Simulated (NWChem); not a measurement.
Molecule: CdNH3S; SMILES [NH2][Cd][SH]

```xyz
6

Cd     0.4775    -0.1110    -0.0761
N      0.8917    -2.0703     0.0421
H      0.2397    -2.6689    -0.4623
H      0.9458    -2.4318     0.9930
S      0.1897     2.1985    -0.3123
H     -1.0261     2.1895     0.2788
```
Atoms are numbered in this order, from 1.

Results from NWChem. STO-3G and 3-21G are far too small for this property and stand as cheap habits. Geometry: optimised at PBE0/def2-SVP. def2 effective core potentials on Cd; no spin-orbit coupling. Field at 589 nm.

For level B3LYP/def2-SVP (core potentials):

* **isotropic polarisability (bohr³)**: 56.0
* **anisotropy (bohr³)**: 45.5

Task: How do the values read with level B3LYP/STO-3G (all-electron, non-relativistic) instead?

Result: 
* **isotropic polarisability (bohr³)**: 32.1
* **anisotropy (bohr³)**: 32.9
